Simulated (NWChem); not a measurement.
System: C4H5FO; SMILES FC=C1COC1

```xyz
11

F     -0.3306     2.3403     0.0000
C      0.5903     1.3510     0.0000
C      0.2356     0.0776     0.0000
C     -1.0620    -0.6914     0.0000
O     -0.3271    -1.9430     0.0000
C      0.9489    -1.2552     0.0000
H      1.6094     1.7258     0.0000
H     -1.6899    -0.5793     0.8945
H     -1.6899    -0.5793    -0.8945
H      1.5429    -1.4892    -0.8947
H      1.5429    -1.4892     0.8947
```
Atoms are numbered in this order, from 1.

Results from NWChem. Pople sets run with spherical d functions. Structure relaxed at the B3LYP/6-31G* (spherical d) level.

For level CAM-B3LYP/6-31G*:

```
Quantity                     Result
---------------------------  ------
highest occupied level (eV)   -8.15
orbital gap (eV)               9.86
dipole (D)                     1.51
```

### Question
What are these values for level PBE/6-31G*?

### Answer
The highest occupied level (eV) comes out as -5.32 and the orbital gap (eV) is 4.83. The dipole (D) is 1.36.
